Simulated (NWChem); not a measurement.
**What each level costs for trichloroethylene (C2HCl3)**

```xyz
6

Cl    -2.1917    -0.6168     0.0000
C     -0.9604     0.5683     0.0000
C      0.3477     0.2788     0.0000
Cl     0.9658    -1.3170     0.0000
Cl     1.5185     1.5404     0.0000
H     -1.2968     1.6060     0.0000
```
Charge 0, spin multiplicity 1.

All runs are NWChem calculations. All single points use one geometry, from PBE0/def2-SVP, a minimum by its harmonic frequencies.

Basis set: cc-pVDZ (87 functions). Each entry is one whole single-point run; the coupled-cluster runs use the TCE module, and the SCF and DFT modules converge to different thresholds.

The correlated methods keep 17 core orbitals frozen. B3LYP has NWChem's definition, with VWN1-RPA local correlation.

Q: Roughly how much processor time does each of these take, relative to RHF: MP2, RI-MP2, B2PLYP, PBE, B3LYP, LDA (SVWN5), CR-CCSD(T)?

A: RI-MP2 about the same, within a factor of 3; LDA (SVWN5) about the same, within a factor of 3; B3LYP about the same, within a factor of 3; PBE about the same, within a factor of 3; MP2 about 4; B2PLYP about 4; CR-CCSD(T) about 20 (rough ratios from shared machines).
